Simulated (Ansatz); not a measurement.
Start from `B1CO1` and change one element to get `[BH]1[O][GeH2]1`.

Ansatz, PBE0-D4/def2-TZVP geometries, multiplicity 1. 

Scalar relativity is left out up to krypton.

| property | `B1CO1` |
| --- | --- |
| HOMO–LUMO gap (ωB97M-V/def2-TZVPP) / eV | 12.11 |
| LUMO energy (B3LYP/def2-TZVPP) / eV | -0.68 |
| HOMO–LUMO gap (PBE0/def2-TZVPP) / eV | 7.87 |
| LUMO energy (PBE/def2-TZVPP) / eV | -1.44 |
| HOMO–LUMO gap (PBE/def2-TZVPP) / eV | 5.49 |
| ideal-gas entropy at 298 K and 1 bar (rigid rotor, harmonic PBE0-D4/def2-TZVP) / J/(mol·K) | 248 |

Question: What does the change do to each property? (Best estimate.)

Answer: Ansatz gave: 
```
                                                                                  property  `[BH]1[O][GeH2]1`  shift
                                                   HOMO–LUMO gap (ωB97M-V/def2-TZVPP) / eV               9.74  -2.37
                                                       LUMO energy (B3LYP/def2-TZVPP) / eV              -1.49  -0.81
                                                      HOMO–LUMO gap (PBE0/def2-TZVPP) / eV               5.78  -2.09
                                                         LUMO energy (PBE/def2-TZVPP) / eV              -2.06  -0.62
                                                       HOMO–LUMO gap (PBE/def2-TZVPP) / eV               3.92  -1.57
ideal-gas entropy at 298 K and 1 bar (rigid rotor, harmonic PBE0-D4/def2-TZVP) / J/(mol·K)                281     33
```

With PBE0 the HOMO rises by 1.26 eV and the LUMO falls by 0.83 eV, so the gap narrows by about 2.09 eV. PBE moves the HOMO by 0.94 eV and ωB97M-V by 1.53 eV.

B3LYP here is the variant with VWN-RPA as its local correlation; programs differ in this.
